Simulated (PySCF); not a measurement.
Compound: C₆H₇F₃Si.
SMILES with atom numbers: `[CH3:1][C:2]1=[C:3]([C:4]([F:5])([F:6])[F:7])[CH:8]=[CH:9][SiH2:10]1` (hydrogens: H11, H12, H13 on C1; H14 on C8; H15 on C9; H16, H17 on Si10)

The same species was optimised twice, with GFN2-xTB and with PBE0-D3(BJ)/def2-SVP (PySCF), and the same property calculations (PySCF, gas phase) were run on both structures.

```json
{"coordinate": "C3–C8 (Å)", "GFN2-xTB": "1.462", "PBE0-D3(BJ)/def2-SVP": "1.485", "change": "+0.023"}
{"coordinate": "C9–Si10 (Å)", "GFN2-xTB": "1.880", "PBE0-D3(BJ)/def2-SVP": "1.863", "change": "-0.017"}
{"coordinate": "C2–Si10 (Å)", "GFN2-xTB": "1.906", "PBE0-D3(BJ)/def2-SVP": "1.892", "change": "-0.014"}
{"coordinate": "C4–F5 (Å)", "GFN2-xTB": "1.351", "PBE0-D3(BJ)/def2-SVP": "1.340", "change": "-0.011"}
{"coordinate": "C2=C3 (Å)", "GFN2-xTB": "1.345", "PBE0-D3(BJ)/def2-SVP": "1.356", "change": "+0.011"}
{"coordinate": "C8=C9 (Å)", "GFN2-xTB": "1.337", "PBE0-D3(BJ)/def2-SVP": "1.348", "change": "+0.011"}
{"coordinate": "C4–F6 (Å)", "GFN2-xTB": "1.350", "PBE0-D3(BJ)/def2-SVP": "1.340", "change": "-0.010"}
{"coordinate": "C1–C2 (Å)", "GFN2-xTB": "1.488", "PBE0-D3(BJ)/def2-SVP": "1.497", "change": "+0.009"}
{"coordinate": "C4–F7 (Å)", "GFN2-xTB": "1.341", "PBE0-D3(BJ)/def2-SVP": "1.334", "change": "-0.007"}
{"coordinate": "C3–C4 (Å)", "GFN2-xTB": "1.497", "PBE0-D3(BJ)/def2-SVP": "1.502", "change": "+0.005"}
{"coordinate": "C2–Si10–C9 (°)", "GFN2-xTB": "89.6", "PBE0-D3(BJ)/def2-SVP": "93.5", "change": "+3.9"}
{"coordinate": "C8–C9–Si10 (°)", "GFN2-xTB": "109.2", "PBE0-D3(BJ)/def2-SVP": "106.3", "change": "-2.9"}
{"coordinate": "C3–C2–Si10 (°)", "GFN2-xTB": "107.8", "PBE0-D3(BJ)/def2-SVP": "105.2", "change": "-2.6"}
{"coordinate": "C3–C4–F7 (°)", "GFN2-xTB": "115.2", "PBE0-D3(BJ)/def2-SVP": "113.4", "change": "-1.8"}
{"coordinate": "C1–C2–C3 (°)", "GFN2-xTB": "126.8", "PBE0-D3(BJ)/def2-SVP": "128.6", "change": "+1.8"}
{"coordinate": "F6–C4–F7 (°)", "GFN2-xTB": "105.8", "PBE0-D3(BJ)/def2-SVP": "107.4", "change": "+1.6"}
{"coordinate": "F5–C4–F7 (°)", "GFN2-xTB": "105.9", "PBE0-D3(BJ)/def2-SVP": "107.3", "change": "+1.4"}
{"coordinate": "C3–C8–C9 (°)", "GFN2-xTB": "116.4", "PBE0-D3(BJ)/def2-SVP": "117.6", "change": "+1.2"}
{"coordinate": "C2–C3–C4–F5 (°)", "GFN2-xTB": "-118", "PBE0-D3(BJ)/def2-SVP": "-115", "change": "+3"}
```

Rotational constants: A = 1949, B = 853.8, C = 670.1 MHz (GFN2-xTB) against A = 1906, B = 868.9, C = 674.0 MHz (PBE0-D3(BJ)/def2-SVP).

On the GFN2-xTB structure: HOMO (eV) -6.99 [PBE0/pcSseg-1]; LUMO (eV) -1.90 [PBE0/pcSseg-1]; dipole (D) 2.75 [PBE0/pcSseg-1]; GIAO shielding of C1 (ppm) 169.7 [PBE0/pcSseg-1]; GIAO shielding of C2 (ppm) 30.2 [PBE0/pcSseg-1]; GIAO shielding of C3 (ppm) 40.2 [PBE0/pcSseg-1]; GIAO shielding of C4 (ppm) 53.3 [PBE0/pcSseg-1]; GIAO shielding of F5/F6/F7 (mean) (ppm) 246.1 [PBE0/pcSseg-1]; GIAO shielding of C8 (ppm) 30.1 [PBE0/pcSseg-1]; GIAO shielding of C9 (ppm) 57.5 [PBE0/pcSseg-1]; GIAO shielding of Si10 (ppm) 385.1 [PBE0/pcSseg-1].

What do these properties become on the PBE0-D3(BJ)/def2-SVP structure?

```json
{"property": "HOMO (eV)", "level": "PBE0/pcSseg-1", "on GFN2-xTB": "-6.99", "on PBE0-D3(BJ)/def2-SVP": "-7.08", "change": "-0.09"}
{"property": "LUMO (eV)", "level": "PBE0/pcSseg-1", "on GFN2-xTB": "-1.90", "on PBE0-D3(BJ)/def2-SVP": "-1.95", "change": "-0.05"}
{"property": "dipole (D)", "level": "PBE0/pcSseg-1", "on GFN2-xTB": "2.75", "on PBE0-D3(BJ)/def2-SVP": "2.10", "change": "-0.65"}
{"property": "energy, GFN2-xTB geometry as zero (kcal/mol)", "level": "PBE0/pcSseg-1", "on GFN2-xTB": "0.0", "on PBE0-D3(BJ)/def2-SVP": "-2.0", "change": "-2.0"}
{"property": "GIAO shielding of C1 (ppm)", "level": "PBE0/pcSseg-1", "on GFN2-xTB": "169.7", "on PBE0-D3(BJ)/def2-SVP": "168.6", "change": "-1.1"}
{"property": "GIAO shielding of C2 (ppm)", "level": "PBE0/pcSseg-1", "on GFN2-xTB": "30.2", "on PBE0-D3(BJ)/def2-SVP": "31.8", "change": "+1.6"}
{"property": "GIAO shielding of C3 (ppm)", "level": "PBE0/pcSseg-1", "on GFN2-xTB": "40.2", "on PBE0-D3(BJ)/def2-SVP": "35.8", "change": "-4.4"}
{"property": "GIAO shielding of C4 (ppm)", "level": "PBE0/pcSseg-1", "on GFN2-xTB": "53.3", "on PBE0-D3(BJ)/def2-SVP": "55.9", "change": "+2.6"}
{"property": "GIAO shielding of F5/F6/F7 (mean) (ppm)", "level": "PBE0/pcSseg-1", "on GFN2-xTB": "246.1", "on PBE0-D3(BJ)/def2-SVP": "253.0", "change": "+6.9"}
{"property": "GIAO shielding of C8 (ppm)", "level": "PBE0/pcSseg-1", "on GFN2-xTB": "30.1", "on PBE0-D3(BJ)/def2-SVP": "26.2", "change": "-3.9"}
{"property": "GIAO shielding of C9 (ppm)", "level": "PBE0/pcSseg-1", "on GFN2-xTB": "57.5", "on PBE0-D3(BJ)/def2-SVP": "55.1", "change": "-2.4"}
{"property": "GIAO shielding of Si10 (ppm)", "level": "PBE0/pcSseg-1", "on GFN2-xTB": "385.1", "on PBE0-D3(BJ)/def2-SVP": "383.6", "change": "-1.5"}
```

The heavy atoms differ by 0.036 Å rms after alignment. Among bonds between heavy atoms C3–C8 changes most (+0.023 Å). Changes are differences of the printed values. Neither structure is proved a minimum here.

Shape of the structure used: `[CH3:1][C:2]1=[C:3]([C:4]([F:5])([F:6])[F:7])[CH:8]=[CH:9][SiH2:10]1`: C2–C3–C4–F5 -115°.
